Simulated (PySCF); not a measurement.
**Correlation energy of Hg+ (mercury, charge +1)**

[Xe] 4f14 5d9 6s2, 2D determinant (an excited configuration). All numbers are calculated (PySCF 2.14, a scalar-relativistic core potential, in def2-QZVPPD with the def2 core potential (60 electrons) (7s5p4d4f2g, 88 functions)). Frozen: 5s2 5p6; 11 electrons correlated.

```json
{"level": "CCSD", "correlation energy (mhartree)": "-361.49"}
{"level": "(T)", "correlation energy (mhartree)": "-14.09"}
{"level": "CCSD(T)", "correlation energy (mhartree)": "-375.58"}
```

Diagnostics: T1 = 0.010, D1 = 0.0352, largest double amplitude 0.054.

Spin-orbit coupling, absent here, splits the open shell strongly.

Cost of the coupled-cluster step: roughly 24 core-seconds, for 11 correlated electrons.
